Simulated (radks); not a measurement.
Values are calculated unless marked as measured or tabulated.
All-electron atom: Cd+ in [Kr] 4d10 5s1 (the NIST ground configuration). Level of theory: scalar-relativistic Kohn-Sham, HCTH/407, spin-polarised, spherical densities, finite nucleus; open shells are filled with parallel spins first (spin-orbit coupling, left out, can overturn this in heavy ions); Fermi nuclear charge, rms radius 4.6087 fm (a radial shooting solver on a logarithmic mesh with Libxc functionals).

Local quantities along the radius. ELF = 1/(1 + alpha^2) is the electron localisation function; alpha = (tau - tau_W)/tau_unif compares the Pauli kinetic energy density with that of the uniform gas (summed over spins); -r V(r) is the screened charge that the Kohn-Sham potential of spin up presents (atomic units). tau is taken from the large components.

r (bohr)	ELF	alpha	-r V(r)
0.002836	0.999	0.02552	47.33
0.003783	0.999	0.02854	47.10
0.005046	0.999	0.03358	46.80
0.00673	0.998	0.04213	46.41
0.008976	0.997	0.05732	45.89
0.01197	0.993	0.08644	45.22
0.01584	0.979	0.1456	44.38
0.02113	0.924	0.2863	43.29
0.02818	0.719	0.6254	41.91
0.03758	0.396	1.235	40.21
0.05013	0.329	1.429	38.19
0.06686	0.556	0.8934	35.80
0.08917	0.750	0.5776	33.01
0.118	0.682	0.6826	29.92
0.1574	0.361	1.330	26.38
0.2099	0.401	1.222	22.66
0.2799	0.720	0.6238	18.88
0.3734	0.732	0.6057	15.27
0.498	0.276	1.620	11.86
0.6589	0.319	1.461	8.999
0.8788	0.748	0.5798	6.443
1.172	0.694	0.6647	4.315
1.563	0.429	1.154	2.943
2.085	0.236	1.797	2.189
2.781	0.228	1.841	1.815
3.68	0.229	1.834	1.454
4.908	0.243	1.766	1.330
6.546	0.239	1.786	1.482

On this mesh the ELF has minima near r = 0.043, 0.18, 0.58, 2.4, 4.2 bohr, which separate the shells, and maxima near 0.10 (0.75), 0.32 (0.77), 1.0 (0.76), 3.2 (0.24), 5.7 (0.27).
